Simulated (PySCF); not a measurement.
EDOT, SMILES c1scc2c1OCCO2 (C₆H₆O₂S) (GFN2-xTB optimised geometry):

```
15

C      1.237    -1.607     0.018
S      0.000    -2.802     0.025
C     -1.237    -1.607     0.007
C     -0.715    -0.352     0.000
C      0.715    -0.352     0.000
O      1.450     0.800    -0.023
C      0.666     1.916    -0.398
C     -0.666     1.924     0.352
O     -1.450     0.800     0.000
H      2.268    -1.889     0.032
H     -2.268    -1.889    -0.001
H      1.257     2.800    -0.153
H      0.473     1.890    -1.480
H     -0.473     1.919     1.434
H     -1.257     2.802     0.089
```

Level of theory: CAM-B3LYP/def2-TZVP in PySCF 2.14.0.

**Question.** What are the frontier orbital energies and the dipole moment?

**Answer.** HOMO-2 -10.22 eV, HOMO-1 -7.63 eV, HOMO -7.51 eV, LUMO 0.86 eV, LUMO+1 2.06 eV; dipole moment 1.96 D.

Meta-Löwdin charges at CAM-B3LYP/def2-TZVP: C1 -0.32, S2 0.30, C3 -0.32, C4 0.14, C5 0.14, O6 -0.35, C7 0.00, C8 0.00, O9 -0.35, H10 0.15, H11 0.15, H12 0.13, H13 0.11, H14 0.11, H15 0.13.
